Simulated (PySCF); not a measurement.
ClI, charge +1, doublet, geometry from GFN2-xTB (a state made from the parent by changing its charge; the spin is typed, not shown lowest) (core potentials on I). Base run: HF/def2-SVP run with PySCF.

The PySCF input:
```python
from pyscf import gto, scf

mol = gto.M(
    atom='''
Cl   -0.00000000   -0.00000000   -1.69095804
I     0.00000000    0.00000000    0.54238277
''',
    basis='def2-svp',
    ecp={'I': 'def2-svp'},
    charge=1,
    spin=1,
    verbose=4,
)

mf = scf.UHF(mol)
mf.kernel()
```

Each row names what was changed in the base input (with any setting that the change needs).

```csv
change,ΔE vs base (mEh),fitting functions,outcome
base,0.000,-,converged
auxbasis = cc-pvqz-jkfit,-,-,input refused
"exchange = seminumerical (SGX) (with mf = sgx.sgx_fit(mf, auxbasis='def2-universal-jfit'); with mf.with_df.dfj = True)",-0.264,109,converged
auxbasis = def2-universal-jfit,5460.5,109,converged
auxbasis = even-tempered beta=1.6,0.073,557,converged
only_dfj = on; auxbasis = def2-universal-jfit,-0.270,109,converged
auxbasis = cc-pvtz-jkfit,-,-,input refused
auxbasis = autoaux,0.181,358,converged
auxbasis = cc-pvdz-jkfit,-,-,input refused
auxbasis = default (with mf = mf.density_fit()),0.056,346,converged
```

A fitting set is made for a task (jfit for Coulomb, jkfit for Coulomb and exchange, ri for correlation) and for a family of orbital bases.

Open shells are given as the SCF converged; they aren't shown to be the lowest states, and a large step between rows can be another state.

- auxbasis = cc-pvqz-jkfit: ended with `pyscf.lib.exceptions.BasisNotFoundError: Basis set not found for I in cc-pvqz-jkfit`
- auxbasis = cc-pvtz-jkfit: ended with `pyscf.lib.exceptions.BasisNotFoundError: Basis set not found for I in cc-pvtz-jkfit`
- auxbasis = cc-pvdz-jkfit: ended with `pyscf.lib.exceptions.BasisNotFoundError: Basis set not found for I in cc-pvdz-jkfit`
